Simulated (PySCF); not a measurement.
## Spinor energies of Bi (bismuth, neutral)

Start: [Xe] 4f14 5d10 6s2 6p3; 6p1/2 filled at m_j = -1/2, +1/2; 6p3/2 filled at m_j = +3/2. Calculated with PySCF 2.14 in x2c-TZVPall-2c with one added diffuse shell each of s, p, d, f type (12s12p10d4f, 126 functions): generalised Hartree-Fock with the X2C-1e Hamiltonian and a Gaussian nucleus; one run each with spin-orbit coupling (SO) switched off, then screened by Boettger's factors.

```tsv
spinor shell	electrons	ε, spin-free (eV)	ε, screened SO (eV)	weight of nominal j (screened SO)	rms radius, screened SO (bohr)
1s1/2	2	-91051.7	-91009.5	1.000	0.0178
2s1/2	2	-16521.0	-16507.3	1.000	0.0718
2p1/2	2	-14154.4	-15835.6	1.000	0.0606
2p3/2	4	-14154.4	-13511.2	1.000	0.0691
3s1/2	2	-4062.2	-4057.3	1.000	0.183
3p1/2	2	-3375.9	-3754.8	1.000	0.175
3p3/2	4	-3375.9	-3227.2	1.000	0.192
3d3/2	4	-2672.5	-2737.0	1.000	0.168
3d5/2	6	-2672.5	-2625.5	1.000	0.172
4s1/2	2	-972.37	-970.56	1.000	0.401
4p1/2	2	-743.76	-837.90	1.000	0.404
4p3/2	4	-743.76	-706.03	1.000	0.438
4d3/2	4	-475.90	-490.04	1.000	0.446
4d5/2	6	-475.90	-464.75	1.000	0.457
4f5/2	6	-179.65	-181.70	1.000	0.479
5s1/2	2	-181.79	-181.09	1.000	0.890
4f7/2	8	-179.65	-176.25	1.000	0.481
5p1/2	2	-115.06	-132.91	1.000	0.952
5p3/2	4	-115.06	-107.43	1.000	1.04
5d3/2	4	-35.759	-37.338	0.998	1.30
6s1/2	2	-18.527	-18.310	1.000	2.40
6p1/2	2	-8.683	-9.256	0.817	3.05
6p3/2	1	-8.683	-7.580	1.000	3.39
```

Problem. Where does 5d5/2 lie, and what is the 5d spin-orbit splitting (screened SO)?

Solution. At -33.893 eV, 3.445 eV above 5d3/2.

```
   quantity     spin-free   screened SO
E (hartree)  -21513.80612  -21555.00111
        M_J           3/2           3/2
       ⟨J²⟩         3.757         3.779
       ⟨L²⟩         0.000         0.813
       ⟨S²⟩         3.757         3.241
```

Each row is a mean over spinors that exchange with the open shell spreads, by up to 4.545 eV (6s1/2).

Rows whose weight is well below 1 are mixtures of j = l ± 1/2: exchange outweighs spin-orbit coupling there, and the label is only the starting occupation.

Breit and QED terms are absent; they matter most for the inner s and p1/2 levels.

Densities and radii are taken from the X2C orbitals without a picture-change correction, which distorts them close to the nucleus.

Without spin-orbit coupling the j labels of p, d and f shells carry no meaning; the spin-free column gives the mean over the occupied spinors of each nl shell.
